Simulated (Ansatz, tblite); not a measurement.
Cost and result up the ladder for the cluster B5N6⁻ (11 atoms). Total charge -1; singlet. Geometry: B3LYP-D4/def2-SVPD.

```xyz
11

B    -0.403   -1.526   -1.403
B     0.667    0.365   -2.021
B     0.949    1.831   -0.243
B    -0.845   -0.881    1.722
B     0.123    1.157    1.818
N     0.751    2.066    1.048
N    -0.498    0.214    2.489
N    -0.934   -2.119   -0.400
N     0.196   -0.796   -2.412
N    -1.122   -1.846    0.927
N     1.116    1.535   -1.526
```

Ansatz on 4 threads of Intel Xeon on a shared host; xTB runs through tblite on one thread. Times are rough, summed over both states, and most runs start from the orbitals of an earlier one. No level here is sound enough to serve as a yardstick. The other state is a triplet.

The xTB rows come from tblite. HOMO above LUMO, or a gap near zero within one spin, warns that the state may not be the lowest or that an electron is smeared out. Another isomer (singlet) lies 0.06 eV lower at r2SCAN-D4/def2-TZVPD; other spin states weren't run for this one.

xTB has no spin-polarisation term.

| level | functions | wall time | vertical triplet (eV) | remarks |
| --- | --- | --- | --- | --- |
| GFN1-xTB | 44 | 0.047 s | 3.58 | – |
| GFN2-xTB | 44 | 0.067 s | 3.37 | – |
| PBE-D4/def2-TZVPD | 407 | 79 s | 2.71 | HOMO above zero (triplet), gap within one spin near zero (triplet) |
| r2SCAN-D4/def2-TZVPD | 407 | 2 min | 2.84 | HOMO above zero (triplet) |
